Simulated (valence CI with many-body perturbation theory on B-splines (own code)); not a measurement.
# Energy levels of Zr³³⁺

Calculated by relativistic CI+MBPT: five valence electrons over a frozen Dirac-Fock core [He], a basis of 11 s, 11 p, 10 d, 8 f, 5 g, 2 h functions for each j, with the one-electron correlation potential Σ1 (screened to all orders), the two-electron term Σ2, the three-electron term Σ3, Breit, model QED; selected single and double excitations, second order for the rest, scaled by the run's own slope (own B-spline code, finite nucleus).

No measured spectrum was set against this ion. As an estimate, large intervals hold to a few tenths of a per cent, small ones and those within an open d or f shell to about a per cent. Among the levels kept, up to 10000 cm⁻¹ of a level comes from second order outside the variational space, and about a tenth of that is noise between levels of different J, which matters for small intervals.

Levels 181 to 204 of 204, with energies above the lowest level, (2s^2 2p1/2^2 2p3/2) J=3/2. "Leading %" is the weight of the configuration and term that name the level; weights of strongly mixed levels are sums over their largest components and can fall short. In the jj column 3d3/2^4 stands for four electrons in 3d with j = 3/2.

```csv
No.,Configuration,Term,J,E (× 10³ cm⁻¹),Leading %,Leading jj,Second component
181,2s2p³3d,⁴D°,5/2,23089,28,2s 2p1/2 2p3/2^2 3d3/2 (75 %),10 % 2s2p³3d ²F°
182,2s2p³3d,²P°,1/2,23095,52,2s 2p1/2 2p3/2^2 3d3/2 (76 %),12 % 2s2p³3d ⁴P°
183,2s2p³3d,²P°,3/2,23099,44,2s 2p1/2 2p3/2^2 3d3/2 (46 %),11 % 2s2p³3d ⁴D°
184,2s2p³3d,⁴D°,3/2,23113,40,2s 2p1/2 2p3/2^2 3d3/2 (85 %),28 % 2s2p³3d ²D°
185,2s2p³3d,⁴D°,7/2,23122,37,2s 2p1/2 2p3/2^2 3d5/2 (84 %),26 % 2s2p³3d ²F°
186,2s2p³3d,⁴D°,1/2,23128,47,2s 2p1/2 2p3/2^2 3d3/2 (48 %),32 % 2s2p³3d ²P°
187,2s2p³3d,²S°,1/2,23132,35,2s 2p1/2 2p3/2^2 3d3/2 (47 %),15 % 2s2p³3d ⁴D°
188,2s2p³3d,²F°,5/2,23135,45,2s 2p1/2 2p3/2^2 3d5/2 (76 %),27 % 2s2p³3d ²D°
189,2s2p³3p,⁴D,7/2,23151,46,2s 2p3/2^3 3p3/2 (86 %),38 % 2s2p³3p ²F
190,2p⁴3s,⁴P,5/2,23164,49,2p1/2^2 2p3/2^2 3s (68 %),19 % 2p⁴3s ²D
191,2s2p³3d,²D°,3/2,23166,48,2s 2p1/2 2p3/2^2 3d5/2 (89 %),30 % 2s2p³3d ²P°
192,2s2p³3p,²P,3/2,23169,37,2s 2p3/2^3 3p3/2 (74 %),18 % 2s2p³3p ²D
193,2s2p³3d,²D°,3/2,23195,41,2s 2p1/2 2p3/2^2 3d5/2 (66 %),35 % 2s2p³3d ²P°
194,2s2p³3p,²D,5/2,23209,34,2s 2p3/2^3 3p3/2 (58 %),25 % 2p⁴3s ⁴P
195,2s2p³3d,²D°,5/2,23235,45,2s 2p1/2 2p3/2^2 3d5/2 (71 %),25 % 2s2p³3d ²F°
196,2p⁴3s,²P,3/2,23244,49,2p1/2^2 2p3/2^2 3s (80 %),20 % 2p⁴3s ²D
197,2s2p³3p,²P,1/2,23256,51,2s 2p3/2^3 3p3/2 (77 %),34 % 2s2p³3p ²S
198,2s2p³3p,²P,1/2,23335,44,2s 2p3/2^3 3p1/2 (80 %),18 % 2s2p³3p ⁴P
199,2s2p³3p,²D,3/2,23344,44,2s 2p3/2^3 3p1/2 (89 %),29 % 2s2p³3p ²P
200,2p⁴3s,²S,1/2,23432,47,2p1/2^2 2p3/2^2 3s (91 %),34 % 2p⁴3s ⁴P
201,2s2p³3p,²D,5/2,23470,54,2s 2p3/2^3 3p3/2 (89 %),27 % 2s2p³3p ⁴P
202,2s2p³3p,²P,3/2,23491,58,2s 2p3/2^3 3p3/2 (90 %),10 % 2s2p³3p ⁴P
203,2p⁴3p,⁴P°,3/2,23519,37,2p1/2^2 2p3/2^2 3p1/2 (94 %),17 % 2p⁴3p ⁴S°
204,2p⁴3p,²D°,5/2,23536,30,2p1/2^2 2p3/2^2 3p1/2 (92 %),29 % 2p⁴3p ⁴D°
```

Where two levels of one J and parity lie close, their mixing, g and order are uncertain.
